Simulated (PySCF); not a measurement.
**Fractional electron number in Nb²⁺ (niobium, charge +2)**

The 4d alpha orbital of [Kr] 4d3 is emptied in steps (occupation f), with all orbitals relaxed, ending at [Kr] 4d2. All numbers are calculated (PySCF 2.14, a scalar-relativistic core potential, in def2-SVP with the def2 core potential (28 electrons) (5s3p2d1f, 31 functions)). The exact energy is a straight line in f; departures are measured from the line between the end points of the same method.

Q: Among UHF, LDA, PBE, which shows the largest delocalisation error (convex curve), and which is closest to linear?

A: Most convex: LDA (-1.390 eV at f = 0.4); closest to linear: UHF (0.136 eV).

```
  f  UHF (eV)  LDA (eV)  PBE (eV)
  1     0.000     0.000     0.000
0.8     0.097    -0.915    -0.900
0.6     0.140    -1.382    -1.358
0.4     0.136    -1.390    -1.364
0.2     0.088    -0.931    -0.913
  0     0.000     0.000     0.000
```

| method | E(f=0) − E(f=1) (eV) | −ε at f=1 (eV) | −ε at f=0.4 (eV) |
| --- | --- | --- | --- |
| UHF | 24.698 | 25.322 | 24.564 |
| LDA | 25.704 | 20.029 | 26.826 |
| PBE | 25.705 | 20.113 | 26.815 |

Reference removal energy between the ground levels: 25.04 eV (semi-empirical (NIST evaluation); NIST Atomic Spectra Database, ionization energies). The calculation has no spin-orbit coupling. The determinant left behind need not be the lowest term of the ion. UHF lacks correlation.
